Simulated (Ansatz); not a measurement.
Bond stretch in GaO, doublet.

UKS-PBE = unrestricted PBE/cc-pVQZ in Ansatz (a quantum-chemistry and plane-wave program); UKS-CAM-B3LYP = unrestricted CAM-B3LYP/cc-pVQZ run with Ansatz; UCCSD(T) = CCSD(T) on UHF/cc-pVQZ, cores with 3d frozen (Ansatz).

Energies relative to the lowest point of each curve near equilibrium, in kcal/mol; the last columns give the difference from UCCSD(T):

```csv
R / Å,UKS-PBE,UKS-CAM-B3LYP,UCCSD(T),UKS-PBE − UCCSD(T),UKS-CAM-B3LYP − UCCSD(T)
1.38,70.5,67.8,70.0,0.4,-2.3
1.46,33.4,31.6,30.1,3.3,1.5
1.52,16.7,15.5,12.4,4.2,3.1
1.62,2.8,2.6,22.0,-19.2,-19.4
1.66,0.7,0.6,14.5,-13.7,-13.8
1.71,0.0,0.0,7.7,-7.7,-7.7
1.76,0.9,0.8,3.5,-2.6,-2.7
1.80,2.4,2.2,1.4,1.0,0.8
1.86,5.7,3.9,0.0,5.7,3.9
1.96,12.2,5.4,0.9,11.3,4.4
2.13,18.9,12.8,8.0,10.9,4.8
2.30,27.5,23.0,18.1,9.5,4.9
2.57,42.5,40.2,35.4,7.1,4.7
2.82,55.3,54.7,51.2,4.1,3.5
3.03,64.5,65.0,62.3,2.2,2.7
3.41,77.1,77.8,77.4,-0.3,0.4
3.72,84.3,84.4,84.4,-0.1,0.0
4.12,90.4,90.0,89.9,0.5,0.1
4.58,94.4,93.8,90.2,4.2,3.6
5.14,97.2,96.4,90.4,6.7,6.0
6.02,99.3,98.0,90.6,8.7,7.4
6.94,100.3,98.3,90.6,9.7,7.7
```

UKS-PBE is furthest from UCCSD(T) at 1.62 (-19.2 kcal/mol, below); its mean absolute difference over the points is 6.1 kcal/mol.

UKS-CAM-B3LYP is furthest from UCCSD(T) at 1.62 (-19.4 kcal/mol, below); its mean absolute difference over the points is 4.8 kcal/mol.

The unrestricted determinant behind UKS-PBE is spin-contaminated at 3.03 to 6.94 Å (<S²> up to 1.5, against 0.75 for a pure doublet). The unrestricted determinant behind UKS-CAM-B3LYP is spin-contaminated at 3.03 to 6.94 Å (<S²> up to 1.8, against 0.75 for a pure doublet). The unrestricted determinant behind UCCSD(T) is spin-contaminated at 1.62 to 1.66, 2.57 to 6.94 Å (<S²> up to 1.8, against 0.75 for a pure doublet).
